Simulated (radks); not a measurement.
Q: These are the eigenvalues of the occupied orbitals of an atom or ion with whole-number occupations (eV). All-electron calculation, non-relativistic Kohn-Sham, LDA (Slater exchange, Perdew-Wang correlation), spin-unpolarised, spherical densities, point nucleus. Program: a radial shooting solver on a logarithmic mesh with Libxc functionals.

orbital  eigenvalue
1s        -25572.88
2s        -5378.315
2p        -5172.554

Which element is it, and in what charge state? The configuration may be excited.

A: Z = 46, palladium, charge +36: Pd36+ in [Ne]. The list shows which subshells hold electrons but not how many an open one holds; the 1s level, -939.79 hartree, gives Z - s = 43.4 by -(Z - s)^2/2, which with screening narrows Z to a few neighbours, and the depths of the outer levels then fix element, charge and occupations together.
